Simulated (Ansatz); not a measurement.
One change: `[NH2][Ga]([NH2])[Br]` becomes `[NH2][GaH][Br]`.

Ansatz, PBE0-D4/def2-TZVP geometries, multiplicity 1. Each molecule was computed in one conformer, which needn't be the lowest.

Scalar relativity is left out up to krypton.

```json
{"property": "size of the dipole moment (B3LYP/def2-TZVPP) / D", "`[NH2][Ga]([NH2])[Br]`": "2.61"}
{"property": "HOMO energy (B3LYP/def2-TZVPP) / eV", "`[NH2][Ga]([NH2])[Br]`": "-7.10"}
{"property": "HOMO energy (PBE/def2-TZVPP) / eV", "`[NH2][Ga]([NH2])[Br]`": "-5.92"}
{"property": "size of the dipole moment (ωB97M-V/def2-TZVPP) / D", "`[NH2][Ga]([NH2])[Br]`": "2.62"}
{"property": "LUMO energy (PBE0/def2-TZVPP) / eV", "`[NH2][Ga]([NH2])[Br]`": "-0.38"}
{"property": "LUMO energy (PBE/def2-TZVPP) / eV", "`[NH2][Ga]([NH2])[Br]`": "-1.29"}
```

(1) Give the same properties after the change, and the shifts. (Best estimate.)

## Answers

(1) The calculation gave: 
| property | `[NH2][GaH][Br]` | shift |
| --- | --- | --- |
| size of the dipole moment (B3LYP/def2-TZVPP) / D | 2.54 | -0.07 |
| HOMO energy (B3LYP/def2-TZVPP) / eV | -7.45 | -0.35 |
| HOMO energy (PBE/def2-TZVPP) / eV | -6.35 | -0.43 |
| size of the dipole moment (ωB97M-V/def2-TZVPP) / D | 2.55 | -0.07 |
| LUMO energy (PBE0/def2-TZVPP) / eV | -0.80 | -0.42 |
| LUMO energy (PBE/def2-TZVPP) / eV | -1.56 | -0.27 |

With PBE0 the HOMO falls by 0.34 eV and the LUMO falls by 0.42 eV, so the gap narrows by about 0.08 eV. PBE moves the HOMO by -0.43 eV and ωB97M-V by -0.28 eV. The zero-point energy changes by -48.5 kJ/mol with -6 modes. Dipoles are sizes alone; their direction can turn.

B3LYP here is the variant with VWN-RPA as its local correlation; programs differ in this.

Spin–orbit coupling is left out; it splits and shifts lone-pair levels of the heavy atoms by tenths of an eV.
